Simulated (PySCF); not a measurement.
The potential of point charges around `COB(OC)OC(C)C`

Species: `O(C)B(OC)OC(C)C`. Coordinates (PBE0-D3(BJ)/def2-SVP, Å) and charges (e) from the PBE0/pcSseg-1 density (PySCF):

| atom | x | y | z | Mulliken | IAO | Hirshfeld | ESP-fitted |
| --- | --- | --- | --- | --- | --- | --- | --- |
| C1 | 2.030 | 2.075 | -1.480 | -0.0111 | -0.1873 | -0.0353 | -0.1945 |
| O2 | 1.856 | 1.082 | -0.505 | -0.5281 | -0.4272 | -0.1874 | -0.4344 |
| B3 | 0.605 | 0.675 | -0.146 | +0.6972 | +0.5875 | +0.2845 | +0.9564 |
| O4 | 0.476 | -0.296 | 0.804 | -0.5427 | -0.4290 | -0.1739 | -0.3926 |
| C5 | 1.614 | -0.858 | 1.403 | -0.0143 | -0.1884 | -0.0339 | -0.2324 |
| O6 | -0.471 | 1.247 | -0.746 | -0.5353 | -0.4305 | -0.1812 | -0.6414 |
| C7 | -1.833 | 0.920 | -0.505 | +0.0058 | +0.1109 | +0.0588 | +0.6064 |
| C8 | -2.132 | -0.517 | -0.896 | -0.2779 | -0.4266 | -0.1257 | -0.6132 |
| C9 | -2.237 | 1.249 | 0.923 | -0.2758 | -0.4265 | -0.1257 | -0.6142 |
| H10 | 1.618 | 1.765 | -2.455 | +0.1013 | +0.1323 | +0.0399 | +0.1013 |
| H11 | 1.536 | 3.018 | -1.194 | +0.1018 | +0.1328 | +0.0398 | +0.1026 |
| H12 | 3.108 | 2.260 | -1.595 | +0.1177 | +0.1465 | +0.0448 | +0.1255 |
| H13 | 1.285 | -1.661 | 2.078 | +0.1169 | +0.1463 | +0.0452 | +0.1350 |
| H14 | 2.302 | -1.283 | 0.654 | +0.1041 | +0.1341 | +0.0401 | +0.0973 |
| H15 | 2.175 | -0.111 | 1.988 | +0.1031 | +0.1331 | +0.0408 | +0.0989 |
| H16 | -2.395 | 1.585 | -1.183 | +0.1098 | +0.1374 | +0.0366 | +0.0027 |
| H17 | -1.815 | -0.704 | -1.932 | +0.1199 | +0.1404 | +0.0393 | +0.1441 |
| H18 | -3.212 | -0.716 | -0.828 | +0.1122 | +0.1380 | +0.0429 | +0.1484 |
| H19 | -1.604 | -1.218 | -0.234 | +0.1321 | +0.1489 | +0.0342 | +0.1555 |
| H20 | -1.689 | 0.617 | 1.635 | +0.1322 | +0.1493 | +0.0340 | +0.1554 |
| H21 | -2.021 | 2.304 | 1.149 | +0.1197 | +0.1402 | +0.0393 | +0.1438 |
| H22 | -3.316 | 1.083 | 1.064 | +0.1116 | +0.1379 | +0.0428 | +0.1497 |

Points outside the species (Å): A (4.1, -2.0, 4.5); B (-6.3, 3.2, 1.3); C (-1.8, 9.5, 1.2); D (-6.1, -1.2, 0.4).

Q: Find the potential V = 14.3996 V·Å × Σ q/r of each set of charges at these points.

A: In volts:

```tsv
point	nearest atom	distance (Å)	Mulliken	IAO	Hirshfeld	ESP-fitted
A	H15	3.69	+0.136	+0.088	+0.044	+0.053
B	H22	3.67	+0.046	+0.062	+0.013	+0.038
C	H21	7.20	-0.028	-0.009	-0.004	-0.005
D	H18	3.18	+0.100	+0.086	+0.018	+0.066
```

Q: How far are the other sets from the ESP-fitted one at these points?

A: Root-mean-square difference: IAO 0.024 V, Hirshfeld 0.027 V, Mulliken 0.047 V. The ESP scheme fits charges at the nuclei, held to the total charge, to the electrostatic potential on points at 1.4 to 2.0 times the van der Waals radii.

Q: What energy would a point charge of -1 e have at D in the field of the ESP charges, leaving out polarisation?

A: -0.066 eV = -6.4 kJ/mol, an attraction.

The structure is a single PBE0-D3(BJ)/def2-SVP conformer in the gas phase; no vibrational or solvent corrections.

Conformer computed: `[CH3:1][O:2][B:3]([O:4][CH3:5])[O:6][CH:7]([CH3:8])[CH3:9]`: C1–O2–B3–O4 180°, O2–B3–O4–C5 0°, O2–B3–O6–C7 179°, B3–O6–C7–C8 -63°.
